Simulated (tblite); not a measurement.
Input of a run (GFN2-xTB geometry optimisation, gas phase (tblite 0.8.0)), started from a force field or distance geometry:
```
{"job": {"kind": "relax", "xc": "GFN2-xTB", "basis": "xTB"}, "charge": 1, "multiplicity": 1}
F     -0.596000     2.871400    -1.455400
C     -0.568600     1.780000    -0.676300
C     -1.209600     0.712800    -0.187400
Si    -2.804400    -0.253600    -0.160400
P      0.452100     0.790100     0.446700
C      1.722400    -0.236100    -0.287600
P      2.769200    -1.140400     0.942500
H     -3.493500    -0.191300    -1.430300
H     -3.700600     0.400900     0.826100
H     -2.601600    -1.616800     0.345100
H      0.556600     1.228400     1.765700
H      2.379500     0.433600    -0.890500
H      1.261600    -0.920500    -1.030000
H      3.898100    -1.703700     0.210300
H      1.930300    -2.146900     1.559400
```

Output (eV, eV/Å):
```
step      E/eV     max force
  0    -582.63389    3.067
  1    -582.97291    2.131
  2    -583.27761    1.455
  3    -583.39857    1.601
  4    -583.48925    0.827
  5    -583.54666    0.701
  6    -583.59199    0.564
  7    -583.60861    0.359
  8    -583.62102    0.277
  9    -583.62913    0.268
 10    -583.63651    0.173
 11    -583.64103    0.178
 12    -583.64589    0.238
 13    -583.65059    0.202
 14    -583.65397    0.151
 15    -583.65596    0.104
 16    -583.65737    0.098
 17    -583.65869    0.094
 18    -583.65993    0.097
 19    -583.66108    0.094
 20    -583.66242    0.148
 21    -583.66425    0.198
 22    -583.66642    0.178
 23    -583.66857    0.141
 24    -583.67063    0.135
 25    -583.67265    0.128
 26    -583.67444    0.140
 27    -583.67568    0.089
 28    -583.67638    0.067
 29    -583.67687    0.061
 30    -583.67737    0.080
 31    -583.67778    0.065
 32    -583.67799    0.041
 33    -583.67810    0.029
 34    -583.67821    0.033
 35    -583.67836    0.046
 36    -583.67852    0.045
 37    -583.67863    0.026
 38    -583.67870    0.017
 39    -583.67874    0.018
 40    -583.67879    0.024
 41    -583.67887    0.031
 42    -583.67898    0.031
 43    -583.67909    0.028
 44    -583.67917    0.021
 45    -583.67922    0.020
 46    -583.67928    0.025
 47    -583.67938    0.033
 48    -583.67953    0.037
 49    -583.67974    0.033
 50    -583.67993    0.039
 51    -583.68010    0.040
 52    -583.68031    0.040
 53    -583.68061    0.056
 54    -583.68096    0.065
 55    -583.68123    0.045
 56    -583.68138    0.032
 57    -583.68148    0.031
 58    -583.68165    0.049
 59    -583.68195    0.069
 60    -583.68234    0.071
 61    -583.68266    0.053
 62    -583.68287    0.035
 63    -583.68304    0.038
 64    -583.68329    0.064
 65    -583.68374    0.082
 66    -583.68434    0.078
 67    -583.68488    0.057
 68    -583.68525    0.048
 69    -583.68555    0.065
 70    -583.68592    0.052
 71    -583.68648    0.045
 72    -583.68708    0.042
 73    -583.68828    0.059
 74    -583.68947    0.097
 75    -583.68672    0.194
 76    -583.69067    0.084
 77    -583.69141    0.074
 78    -583.69173    0.255
 79    -583.69520    0.072
 80    -583.69638    0.072
 81    -583.69892    0.108
 82    -583.69985    0.078
 83    -583.70075    0.065
 84    -583.70160    0.064
 85    -583.70263    0.081
 86    -583.70394    0.108
 87    -583.70522    0.096
 88    -583.70671    0.077
 89    -583.70752    0.048
 90    -583.70791    0.076
 91    -583.70823    0.051
 92    -583.70863    0.053
 93    -583.70925    0.073
 94    -583.70955    0.059
 95    -583.70990    0.032
 96    -583.71010    0.031
 97    -583.71024    0.030
 98    -583.71041    0.032
 99    -583.71063    0.038
100    -583.71082    0.039
101    -583.71092    0.041
102    -583.71105    0.034
103    -583.71117    0.027
104    -583.71133    0.028
105    -583.71147    0.028
106    -583.71159    0.031
107    -583.71166    0.023
108    -583.71171    0.014
109    -583.71176    0.013
110    -583.71179    0.021
111    -583.71181    0.011
112    -583.71183    0.009
```

Q: Summarise the run.

A: The energy falls by 104.0 kJ/mol over 112 L-BFGS steps, the largest force on an atom goes from 3.07 to 0.009 eV/Å, and the atoms move by 0.713 Å rms after alignment. The bond that changes most is C3–Si4 (fully substituted alkene carbon to SiH3 silicon), which lengthens by 0.069 Å. Bonds longer at the end by more than 0.005 Å: 5 of 15; shorter: 10. Among the angles that change most is H14–P7–H15, from 113.2° to 93.4°. Among the dihedrals that turn most is C3–P5–C6–H12, from 107° to 166°. The energy rose by more than 1e-5 eV at step 75. The first step brought 31 % of the lowering.

Q: What are the final bond lengths?

A: F1–C2 1.291 Å, C2=C3 1.328 Å, C3–Si4 1.934 Å, C3–P5 1.821 Å, P5–C6 1.820 Å, C6–P7 1.910 Å, C2–P5 1.790 Å, Si4–H8 1.455 Å, Si4–H9 1.458 Å, Si4–H10 1.460 Å, P5–H11 1.380 Å, C6–H12 1.095 Å, C6–H13 1.093 Å, P7–H14 1.392 Å, P7–H15 1.396 Å. Numbering counts from 1 in the input's order; the species is `FC1=C([SiH3])[P@H+]1CP`.

GFN2-xTB frequencies show an imaginary mode (28i cm⁻¹), so the point is no minimum at that level. 2 starts were optimised and ended at 0.00 and 1.41 kcal/mol (GFN2-xTB); the lowest of these is shown.

One conformer stands for the species.

All values are computed, not measured.
